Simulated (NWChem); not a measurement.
# BeH$_{2}$SO; SMILES [OH][Be][SH]

```xyz
5

Be     0.0186    -0.6694    -0.0618
O      0.0007    -2.0856    -0.1813
H     -0.0711    -2.8291     0.4299
S      0.0784     1.2366     0.0816
H     -1.2796     1.3269    -0.0201
```
Atoms are numbered in this order, from 1.

Results from NWChem. Structure relaxed at the PBE-D3(BJ)/def2-SVP level. Core excitations by TDA in a window of 1s orbitals, non-relativistic and unshifted: absolute energies depend strongly on the exact-exchange share.

Order these by “dipole oscillator strength of the first”, lowest first: O K edge, PBE/def2-TZVP; O K edge, PBE0/def2-TZVP; S K edge, B3LYP/def2-TZVP.

O K edge, PBE/def2-TZVP (0.0008), S K edge, B3LYP/def2-TZVP (0.0017), O K edge, PBE0/def2-TZVP (0.0028)
